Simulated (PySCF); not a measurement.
C2H6ClNSe.

```xyz
11

Se     0.8178     0.3353     0.0000
Cl    -0.9782     1.7502     0.0000
N      0.0625    -1.2931     0.0000
C     -0.5893    -1.7423    -1.2247
C     -0.5893    -1.7423     1.2247
H     -1.5976    -1.3000    -1.3368
H     -0.6896    -2.8399    -1.2024
H      0.0158    -1.4584    -2.0954
H     -0.6896    -2.8399     1.2024
H     -1.5976    -1.3000     1.3368
H      0.0158    -1.4584     2.0954
```
Charge 0, spin multiplicity 1.

Geometry: B3LYP-D3(BJ)/def2-SVP. Other conformers were not sampled.

Level of theory: PBE/pcSseg-1 (PySCF). Non-relativistic, no solvent.

### Question
Give the absolute GIAO shielding of each atom: isotropic value and principal components (ppm). (The exact figures need the calculation; the answer reports its results.)

### Answer

```
atom  σ(iso)      σ11    σ22     σ33    span
----  ------  -------  -----  ------  ------
Se1   -272.3  -1109.8   61.1   231.9  1341.7
Cl2    834.4    400.0  969.2  1134.1   734.2
N3     130.7     68.6  141.0   182.6   114.0
C4     125.4     84.4  112.9   179.0    94.5
C5     125.4     84.4  112.9   179.0    94.5
H6      27.8     23.9   26.7    32.8     8.9
H7      28.3     24.2   26.0    34.6    10.4
H8      28.0     24.1   26.3    33.7     9.7
H9      28.3     24.2   26.0    34.6    10.4
H10     27.8     23.9   26.7    32.8     8.9
H11     28.0     24.1   26.3    33.7     9.7
```
